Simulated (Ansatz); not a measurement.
Geometry optimisation, UKS PBE/def2-SVP (Ansatz 0.2.0).

input.yaml

```yaml
crystal:
  periodic: [false, false, false]
  atoms:
    - { symbol: Mo, position_ang: [-0.04238, 0.002204, -0.013275] }
    - { symbol: Cl, position_ang: [0.035994, 0.022432, 2.292117] }
    - { symbol: F, position_ang: [1.821626, -0.002311, -0.063848] }
    - { symbol: Cl, position_ang: [0.009879, 2.308844, -0.077883] }
    - { symbol: Cl, position_ang: [-2.33942, -0.002768, -0.046104] }
    - { symbol: Cl, position_ang: [0.009634, -2.304668, -0.057388] }
    - { symbol: F, position_ang: [-0.012019, 0.000816, -1.879184] }
    - { symbol: H, position_ang: [-0.023315, -0.024548, 4.865565] }
magnetization:
  spin_polarized: true
  initial_magnetization: 1
basis:
  gaussian: { orbitals: def2-SVP }
hamiltonian:
  xc: pbe
relax:
  f_tol: 0.03
  max_steps: 50
output:
  orbitals: {}
```

Run as:

```bash
$ ansatz run input.yaml --threads 4 --pin off --max-ram 5120MiB --backend cpu --events-out ev --progress --plain --runs-dir out
```

Where does it end, and by what steps?

It converged. The force dipped under the threshold on the way, but the program's further checks kept it going. After 7 steps the energy has fallen by 0.041 eV; H8 moved furthest, 0.86 Å.

| step | energy less start (eV) | largest force component (eV/Å) | accepted |
| --- | --- | --- | --- |
| 0 | 0.0000 | 0.209 | yes |
| 1 | -0.0077 | 0.121 | yes |
| 2 | -0.0269 | 0.057 | yes |
| 3 | -0.0348 | 0.048 | yes |
| 4 | -0.0390 | 0.019 | yes |
| 5 | -0.0407 | 0.019 | yes |
| 6 | -0.0412 | 0.004 | yes |
| 7 | -0.0414 | 0.011 | yes |

```xyz
8
Properties=species:S:1:pos:R:3
Mo -0.029 0.011 -0.135
Cl 0.103 0.051 2.159
F 1.833 0.008 -0.237
Cl 0.022 2.319 -0.231
Cl -2.326 0.010 -0.104
Cl 0.027 -2.298 -0.152
F -0.057 -0.022 -1.999
H -0.114 -0.079 5.720
```

Whether the end is a true minimum wasn't checked by a vibrational analysis.

Time of the run: 45 s on 4 threads of Arm Neoverse V2, on a shared host, peak memory 0.32 GiB.
